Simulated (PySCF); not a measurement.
Radial density of Tb⁴⁴⁺ (terbium, charge +44)

UHF, [Ar] 3d3, high-spin 4F determinant. Computed with PySCF 2.14 in an even-tempered Gaussian basis (18 s from 8.8 bohr⁻², ratio 2.5; 12 p from 11 bohr⁻², ratio 2.5; 7 d from 11 bohr⁻², ratio 2.5; 4 f from 42 bohr⁻², ratio 2.7; 3 g from 63 bohr⁻², ratio 2.7), with scalar relativity by spin-free X2C-1e.

```tsv
r (bohr)	4πr²ρ (e/bohr)	4πr²(ρα − ρβ)
0.0193	83.44	0.0111
0.0325	77.46	0.1651
0.0546	106.4	1.4827
0.0918	82.94	7.6222
0.154	56.92	16.5028
0.260	43.76	8.6141
0.437	2.357	0.4044
0.735	0.004503	0.0009
```

Densities and radii are taken from the X2C orbitals without a picture-change correction, which distorts them close to the nucleus.

Spin-orbit coupling is strong in this species (close to jj coupling), so the high-spin LS determinant is a model state, not a physical level.
